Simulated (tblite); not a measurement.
Input of a run (GFN2-xTB geometry optimisation, gas phase (tblite 0.8.0)), started from a force field or distance geometry:
```
{"job": {"kind": "relax", "xc": "GFN2-xTB", "basis": "xTB"}, "charge": 0, "multiplicity": 2}
C      2.786800     0.259400     0.398300
C      1.717700    -0.215800     0.696800
C      0.459900    -0.808600     1.073700
C     -0.317700    -1.659500     0.074100
C     -0.689900    -0.340600     0.289300
C     -0.814700     0.841900    -0.545300
C     -1.771800     0.509700     0.596500
F     -1.567300     1.352800     1.706000
H      3.706500     0.687400     0.148700
H      0.310100    -1.157100     2.125200
H      0.248600    -2.130400    -0.722800
H     -1.225300     0.772300    -1.572400
H     -0.040300     1.619700    -0.375300
H     -2.803200     0.268400     0.365000
```

Output (eV, eV/Å):
```
step      E/eV     max force
  0    -613.24831    2.717
  1    -613.49513    2.107
  2    -613.54110    4.280
  3    -613.68998    0.742
  4    -613.72104    0.583
  5    -613.75936    0.563
  6    -613.78339    0.332
  7    -613.79117    0.241
  8    -613.79530    0.159
  9    -613.79878    0.184
 10    -613.80249    0.160
 11    -613.80545    0.169
 12    -613.80869    0.153
 13    -613.81230    0.199
 14    -613.81553    0.153
 15    -613.81781    0.109
 16    -613.81966    0.105
 17    -613.82171    0.142
 18    -613.82406    0.163
 19    -613.82640    0.130
 20    -613.82839    0.133
 21    -613.83010    0.128
 22    -613.83176    0.125
 23    -613.83340    0.139
 24    -613.83503    0.152
 25    -613.83673    0.141
 26    -613.83849    0.116
 27    -613.84019    0.116
 28    -613.84182    0.104
 29    -613.84332    0.088
 30    -613.84453    0.085
 31    -613.84541    0.083
 32    -613.84623    0.079
 33    -613.84716    0.095
 34    -613.84815    0.098
 35    -613.84906    0.075
 36    -613.84976    0.079
 37    -613.85029    0.065
 38    -613.85081    0.071
 39    -613.85137    0.063
 40    -613.85193    0.066
 41    -613.85249    0.059
 42    -613.85304    0.060
 43    -613.85352    0.049
 44    -613.85389    0.051
 45    -613.85422    0.045
 46    -613.85457    0.056
 47    -613.85499    0.055
 48    -613.85543    0.055
 49    -613.85580    0.077
 50    -613.85602    0.034
 51    -613.85615    0.030
 52    -613.85624    0.022
 53    -613.85633    0.023
 54    -613.85641    0.023
 55    -613.85646    0.018
 56    -613.85649    0.015
 57    -613.85651    0.010
 58    -613.85652    0.008
```

Question: Summarise the run.

Answer: The energy falls by 58.7 kJ/mol over 58 L-BFGS steps, the largest force on an atom goes from 2.72 to 0.008 eV/Å, and the atoms move by 0.229 Å rms after alignment. The bond that changes most is C5–C7 (ends: carbon bonded to 4 C; carbon bonded to 2 C, F and H), which lengthens by 0.075 Å. Bonds longer at the end by more than 0.005 Å: 4 of 15; shorter: 9. Among the angles that change most is C3–C4–H11, from 117.2° to 131.1°. Among the dihedrals that turn most is H11–C4–C5–C3, from -101° to -122°. The energy never rose by more than 1e-5 eV on the way. The first step brought 41 % of the lowering.

Question: What are the final bond lengths?

Answer: C1≡C2 1.199 Å, C2–C3 1.428 Å, C3–C4 1.488 Å, C4–C5 1.423 Å, C5–C6 1.500 Å, C6–C7 1.501 Å, C7–F8 1.364 Å, C3–C5 1.519 Å, C5–C7 1.485 Å, C1–H9 1.049 Å, C3–H10 1.087 Å, C4–H11 1.069 Å, C6–H12 1.080 Å, C6–H13 1.081 Å, C7–H14 1.084 Å. Numbering counts from 1 in the input's order; the species is `C#C[C@@H]1[CH][C@]12C[C@@H]2F` [radical].

Its GFN2-xTB frequencies are all real (lowest 87 cm⁻¹). 2 starts were optimised and ended at 0.00 and 1.39 kcal/mol (GFN2-xTB); the lowest of these is shown.

All values are computed, not measured.
